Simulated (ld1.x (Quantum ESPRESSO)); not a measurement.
# What one change does to a pseudopotential (Ne, PAW)

* Element: neon
* Generator: ld1.x (Quantum ESPRESSO) 7.5
* Type: PAW
* Functional: LDA (PZ)
* Relativity: scalar-relativistic
* Frozen core: [He]
* Valence charge: 8
* Reference configuration: 2s2 2p6
* Partial waves: 2s (bound): rcut 0.45, rcutus 0.55 bohr; 2s channel at -2.05 Ry: rcut 0.45, rcutus 0.55 bohr; 2p (bound): rcut 1.10, rcutus 1.55 bohr; 2p channel at 0.65 Ry: rcut 1.10, rcutus 1.55 bohr
* Local potential: all-electron potential smoothed inside 1.55 bohr (lloc = -1)
* Core correction: a·sin(br)/r model core inside 0.60 bohr
* Augmentation charge: PSQ, inside the norm-conserving radii

Change: all radii but the core radius scaled by about 1.10 (s 0.60, p 1.72 bohr, rcut 0.50/1.22); local potential all-electron potential smoothed inside 1.72 bohr (lloc = -1).

Cutoffs: the cutoffs (Ry, on a coarse ladder) from which the occupation-weighted sum of valence levels, in a spherical-Bessel basis at the reference potential, stays within 10 and 1 mRy of its value at 400 Ry; they do not see the model core or the augmentation charge, which bear on the density cutoff. Errors are all-electron minus pseudo energies relative to the spin-unpolarised reference configuration.

Predict the effect on cutoff, ghosts and configuration errors.

The potential gets softer (120 Ry and 230 Ry → 90 Ry and 160 Ry); the number of tests that count goes from 8 to 6; of the 6 tests that both files solve, the error grows in 6 and shrinks in 0 by more than 15 % and 0.3 meV (median size 10.0 → 20.2 meV); neither file shows a bound ghost at the reference potential, the only one tested. A larger radius leaves more room for a smooth pseudo-wave, so fewer plane waves are needed. More of the atom is replaced by a form fitted at one configuration, so other configurations suffer.

| quantity | base | changed |
| --- | --- | --- |
| cutoff, loose | 120 Ry | 90 Ry |
| cutoff, tight | 230 Ry | 160 Ry |
| loose cutoff by channel (10 mRy a level) | s 110 Ry, p 25 Ry | s 80 Ry, p 18 Ry |
| bound ghosts | none | none |
| tests counted (converged, no solver errors) | 8 of 8 | 6 of 8 |
| error for 2s2 2p5, meV [ΔE 22.65 eV] | -11 | -20 |
| error for 2s2 2p3, meV [ΔE 133.58 eV] | -208 | -326 |
| error for 2s2 2p2, meV [ΔE 228.27 eV] | -382 | -540 |
| error for 2s2 2p5.5, meV [ΔE 8.96 eV] | -2.2 | -3.9 |
| error for 2s1 2p6, meV [ΔE 45.56 eV] | -5.6 | -12 |
| error for 2s2 2p5 (spin-polarised), meV [ΔE 22.18 eV] | -9.4 | -21 |
| lowest overlap eigenvalue by channel | s 0.34, p 0.34 | s 0.75, p 0.19 |

Changed file: Tests not counted: 2s2 2p4 (solver errors, printed error -461 eV); 2s2 2p4 (spin-polarised) (solver errors, printed error -605 eV).
